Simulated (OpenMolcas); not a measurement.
**I⁺: thermal populations, the spin-orbit constant, Slater's ratio, worked from levels**

* Program: OpenMolcas 26.06
* Basis: ANO-RCC-VDZP [6s5p3d1f]
* Scalar Hamiltonian: X2C, point nucleus
* Active space: 4 electrons in 3 orbitals (5p)
* State averaging: 2S+1 = 3 even, 3 roots; 2S+1 = 1 even, 6 roots
* Spin-orbit coupling: state interaction with AMFI integrals over the reference wave functions, term energies averaged over their components

Methods: CASSCF; SS-CASPT2, IPEA 0.25 Eh, imaginary shift 0.1 Eh (closed shells correlated: 4d 5s). Measured levels: NIST Handbook of Basic Atomic Spectroscopic Data.

**Thermal populations.** Z = Σ (2J + 1) exp(-E/kT) with k = 0.695035 cm-1/K, over the levels below. No other level of either list lies under 81000 cm-1, which is above 7 kT at each temperature.

```csv
Level,2J + 1,SS-CASPT2,measured
5s2 5p4 3P2,5,0.0,0.0
5s2 5p4 3P0,1,6530,6448
5s2 5p4 3P1,3,6660,7087
5s2 5p4 1D2,5,14850,13727
5s2 5p4 1S0,1,30490,29501
```

```
T (K)  Z, SS-CASPT2  Z, measured levels  Ground level (%), SS-CASPT2  Ground level (%), measured levels
 5000         5.664               5.643                         88.3                               88.6
 8000         6.565               6.581                         76.2                               76.0
12000         7.676               7.738                         65.1                               64.6
```

At 12000 K, kT = 8340 cm-1, and the computed levels give Z = 5.000 + 0.457 + 1.350 + 0.843 + 0.026 = 7.676.

**The spin-orbit constant.** For the Hund term 3P of p4, E(J) = (A/2) J(J+1) + constant and ζ = -2S·A = -2A. From J = 0 to J = 2 the energy changes by 3 A.

```tsv
Source	E(2) - E(0)	A	ζ
CASSCF	-6810.1	-2270.0	4540
SS-CASPT2	-6534.5	-2178.2	4356
measured	-6447.9	-2149.3	4299
```

All in cm-1. SS-CASPT2 is off by +1.3 % and CASSCF by +5.6 %. Both methods take the spin-orbit matrix elements from the reference wave functions, so the second can move ζ only through the term energies and any multistate remixing. Second-order mixing with other terms is absorbed into this ζ.

**Slater's ratio.** With one set of orbitals, p4 has 1D - 3P = 6 F2 and 1S - 1D = 9 F2 (F2 = F²/25), a ratio of 3/2. Term energies are centres of gravity, weighted by 2J + 1.

```
   Source  1D - 3P  1S - 3P  F2 from the first  Ratio
   CASSCF    12677    30272               2113  1.388
SS-CASPT2    11907    27549               1984  1.314
 measured    10648    26423               1775  1.481
```

Energies in cm-1. A ratio away from 3/2 shows effects beyond one configuration with one set of orbitals, and in heavier atoms second-order spin-orbit shifts.

CASPT2 breaks the degeneracy within a term, and the mean is taken; among the terms shown or strongly mixed into the levels shown the widest spread is 110 cm-1 (5s2 5p4 1D, SS-CASPT2). With the s shell closed, the reference lacks s² → p² mixing. Measured partners are found by configuration, term and J. A level has none where our copy of the source lacks it or the pairing is in doubt (some pairs that miss far off the trend of their configuration count as doubtful), and it then counts in no deviation. Only configurations of the active space appear.
